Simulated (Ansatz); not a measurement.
C2H3N, SMILES `C=C=N` (charge 0, multiplicity 1).

Level of theory: Ansatz (a program for electronic structure) with frozen-core CCSD(T)/cc-pVQZ // PBE0-D3(BJ)/def2-TZVP.

Ansatz 0.2 input:
```yaml
crystal:
  periodic: [false, false, false]
  atoms:
    - { symbol: C, position_ang: [-0.923654, 0.006643, 0.29762] }
    - { symbol: C, position_ang: [0.266829, -0.01249, -0.237346] }
    - { symbol: N, position_ang: [1.324275, -0.038081, -0.840117] }
    - { symbol: H, position_ang: [-1.403468, -0.917076, 0.590355] }
    - { symbol: H, position_ang: [-1.431104, 0.947245, 0.461839] }
    - { symbol: H, position_ang: [2.167122, 0.013759, -0.27235] }
basis:
  gaussian: { orbitals: cc-pVQZ }
correlation:
  method: ccsd_t
```

Output:

```
Functional definition: HF
1494 factors; integrals over basis functions are off by at most 7.3e-4 eV
mean field evaluation 1: about -3587.9276 eV, gradient 3.0e1 eV
mean field evaluation 2: about -3587.9290 eV, gradient 3.0e1 eV
mean field evaluation 4: about -3590.0540 eV, gradient 3.6e0 eV
mean field evaluation 8: about -3590.1098 eV, gradient 5.0e-1 eV
mean field evaluation 16: about -3590.0529 eV, gradient 3.6e0 eV
mean field -3590.11252478 eV, -131.9342018199 hartree, gradient 4.7e-6 eV, S^2 0.000000; 0 other end points of the search recorded, 0 dependent functions left out
3 core orbitals not correlated
reference -3590.11252478 eV, -131.9342018199 hartree; 8, 8 occupied and 244, 244 virtual orbitals, 1494 factors
second order -14.89286733 eV of doubles, -0.00000000 eV of singles
cycle   1  -14.69645720 eV  change    2.0e-1 eV  update   9.4e-2
cycle   2  -15.09013325 eV  change   -3.9e-1 eV  update   3.0e-2
cycle   3  -15.19240787 eV  change   -1.0e-1 eV  update   1.5e-2
cycle   4  -15.18333088 eV  change    9.1e-3 eV  update   3.7e-3
cycle   5  -15.18321478 eV  change    1.2e-4 eV  update   1.5e-3
cycle   6  -15.18377246 eV  change   -5.6e-4 eV  update   3.9e-4
cycle   7  -15.18358614 eV  change    1.9e-4 eV  update   1.4e-4
cycle   8  -15.18358151 eV  change    4.6e-6 eV  update   4.0e-5
cycle   9  -15.18359774 eV  change   -1.6e-5 eV  update   1.5e-5
perturbative correction -0.76919867 eV, -0.0282675296 hartree
Total energy: -3606.06532118 eV, -132.5204562747 hartree
```
